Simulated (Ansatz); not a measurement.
trans-Mg(H2O)2(hfac)2 (C10H6F12MgO6), relaxed as a singlet with RKS r2SCAN-D4/def2-SVP in Ansatz, starting from the GFN2-xTB geometry. Force threshold 0.03 eV/Å.

Single mean-field runs in def2-SVP are fitted with def2-universal-jkfit. Another isomer (singlet) lies 0.04 eV lower at PBE0-D4/def2-TZVP; other spin states weren't run for this one.

Start:

```
atom    x (Å)    y (Å)    z (Å)
  C1  -2.1863   0.4036   1.4468
  C2  -3.5496   1.0550   1.1568
  C3  -2.1962  -0.8945   1.9447
  C4  -1.0204  -1.6268   1.8212
  C5  -1.1322  -3.1575   1.9279
  C6   2.1784  -0.4082  -1.4319
  C7   3.5368  -1.0680  -1.1380
  C8   2.1962   0.8868  -1.9377
  C9   1.0257   1.6285  -1.8187
 C10   1.1503   3.1555  -1.9587
 F11  -3.8576   0.8002  -0.1333
 F12  -3.5258   2.3768   1.3027
 F13  -4.5584   0.5845   1.8948
 F14  -0.0265  -3.7185   2.4090
 F15  -1.3154  -3.6406   0.6798
 F16  -2.1592  -3.5899   2.6638
 F17   3.5037  -2.3901  -1.2778
 F18   3.8450  -0.8096   0.1513
 F19   4.5493  -0.6077  -1.8771
 F20   0.0308   3.7203  -2.4025
 F21   2.1485   3.5584  -2.7491
 F22   1.3943   3.6633  -0.7312
Mg23  -0.0026   0.0044   0.0083
 O24   1.5540   1.0674   0.9184
 O25  -1.5634  -1.0476  -0.9119
 O26  -1.1984   1.0482   1.0690
 O27   0.0918  -1.1972   1.4867
 O28   1.1859  -1.0445  -1.0523
 O29  -0.0875   1.2123  -1.4704
 H30   1.9792   0.5293   1.5971
 H31   1.2189   1.8635   1.3481
 H32  -1.2252  -1.8389  -1.3492
 H33  -1.9862  -0.5017  -1.5863
 H34  -3.1121  -1.3626   2.2592
 H35   3.1143   1.3458  -2.2593
```

| step | energy (eV) | largest force component (eV/Å) | SCF passes |
| --- | --- | --- | --- |
| 1 | -60733.0902 | 1.648 | 19 |
| 2 | -60733.7728 | 0.621 | 20 |
| 3 | -60734.0800 | 0.214 | 21 |
| 4 | -60734.2051 | 0.285 | 21 |
| 5 | -60734.2944 | 0.438 | 26 |
| 6 | -60734.3435 | 0.562 | 20 |
| 7 | -60734.3768 | 0.417 | 20 |
| 8 | -60734.4135 | 0.031 | 26 |
| 9 | -60734.4219 | 0.108 | 20 |
| 10 | -60734.4257 | 0.114 | 20 |
| 11 | -60734.4287 | 0.087 | 19 |
| 12 | -60734.4304 | 0.090 | 19 |
| 13 | -60734.4314 | 0.022 | 20 |

Force components are those of the run's own axes.

End:

Cartesian coordinates in Å:
```
C -2.615 0.197 1.401
C -3.881 1.041 1.622
C -2.569 -1.104 1.930
C -1.420 -1.901 1.792
C -1.408 -3.298 2.433
C 2.615 -0.198 -1.401
C 3.880 -1.042 -1.625
C 2.568 1.103 -1.932
C 1.420 1.900 -1.792
C 1.409 3.298 -2.431
F -4.418 1.374 0.441
F -3.567 2.171 2.269
F -4.818 0.401 2.337
F -0.397 -3.389 3.308
F -1.226 -4.230 1.490
F -2.545 -3.584 3.085
F 3.563 -2.173 -2.270
F 4.421 -1.374 -0.446
F 4.815 -0.404 -2.344
F 0.393 3.394 -3.299
F 2.542 3.582 -3.090
F 1.236 4.230 -1.486
Mg 0.001 0.000 0.001
O 1.118 0.929 1.555
O -1.117 -0.928 -1.552
O -1.719 0.792 0.750
O -0.351 -1.608 1.199
O 1.720 -0.791 -0.749
O 0.353 1.608 -1.196
H 1.389 0.316 2.254
H 0.636 1.640 2.002
H -0.635 -1.638 -2.002
H -1.391 -0.313 -2.249
H -3.424 -1.488 2.482
H 3.423 1.486 -2.486
```

By distances, no bond broke or formed. The bond that changes most is Mg23–O28, from 1.91 to 2.04 Å (atoms count from 1).

No frequencies were taken in this run, so the end may be a saddle point.

Run time 51 s (2 threads of AMD EPYC 7R13 on a shared host and a share (18 GiB) of an NVIDIA H100 80GB HBM3), peak host memory 0.97 GiB.
